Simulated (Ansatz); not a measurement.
Mulliken charges of ClFGeHI (`[F][GeH]([Cl])[I]`) from B3LYP/def2-TZVPP in Ansatz (PBE0-D4/def2-TZVP geometry).

```csv
atom,x (Å),y (Å),z (Å),charge (e)
F1,-0.727,1.165,1.049,-0.353
Ge2,0.120,-0.014,0.118,0.747
Cl3,1.046,1.051,-1.471,-0.253
I4,-1.558,-1.613,-0.755,-0.171
H5,1.170,-0.663,1.017,0.030
```

Question: By hand: the dipole of these point charges (1 e Å = 4.8032 D).

Answer: Σ q r = (0.383, -0.432, 0.250) e Å, of length 0.629 e Å = 3.02 D.

Question: How does the dipole of the full density compare? (Estimate.)

Answer: The calculation gave: (0.147, -0.345, 0.031) e Å, 1.81 D; the point charges give 1.67 times that, at 26° from its direction.

Point charges leave out the atoms' own dipoles, such as those of lone pairs, and Mulliken's split depends on the basis, so the two needn't agree.

B3LYP here is the variant with VWN-RPA as its local correlation; programs differ in this.
